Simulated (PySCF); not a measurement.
[Ti(CH3)4], C₄H₁₂Ti (singlet state).
Structure used (PBE0-D3(BJ)/def2-SVP), in Å, numbered top down from 1:
```xyz
17
C4H12Ti angstrom
C     -0.2911   -1.4274   -1.4443
Ti     0.0083    0.0112   -0.0041
C     -0.0545    1.8801   -0.8570
C     -1.4876   -0.1521    1.3978
C      1.8256   -0.2922    0.9098
H     -1.1028   -1.1129   -2.1234
H     -0.5676   -2.3863   -0.9733
H      0.6330   -1.5688   -2.0323
H      0.7011    2.5281   -0.3787
H     -1.0527    2.3294   -0.7139
H      0.1602    1.8167   -1.9379
H     -2.4711   -0.1475    0.8962
H     -1.3738   -1.0963    1.9577
H     -1.4391    0.6963    2.1026
H      2.0572   -1.3719    0.9178
H      2.6266    0.2443    0.3720
H      1.7857    0.0728    1.9514
```

Theory: PySCF 2.14.0, PBE0-D3(BJ)/def2-SVP geometry optimisation, gas phase.

(1) Which atoms are bound to Ti2, and at what distances?

(2) List the angles at Ti2.

(3) What is the shape at Ti2?

(4) What are the other bond lengths?

Results:

(1) 4 atoms: C3 2.055 Å, C4 2.057 Å, C5 2.057 Å, C1 2.058 Å. The nearest atom not counted as bound is H9, at 2.64 Å (others tie with it).

(2) 
| angle | degrees | distance of the outer atoms (Å) |
| --- | --- | --- |
| C3–Ti2–C5 | 110.2 | 3.37 |
| C1–Ti2–C3 | 109.9 | 3.37 |
| C1–Ti2–C5 | 109.7 | 3.36 |
| C3–Ti2–C4 | 109.4 | 3.36 |
| C4–Ti2–C5 | 109.2 | 3.35 |
| C1–Ti2–C4 | 108.4 | 3.34 |

(3) Tetrahedral: angles from 108.4° to 110.2°; τ4 = (360° − α − β)/141° = 0.99 with α and β the two widest (0 for a square, 1 for a tetrahedron).

(4) C1–H6 and 11 like bonds 1.104 Å.

Point group: near C2, missed by 0.21 Å at most; the miss may be what the optimiser left on a soft mode. Charge 0, singlet. PBE0-D3(BJ)/def2-SVP frequencies: not computed here.
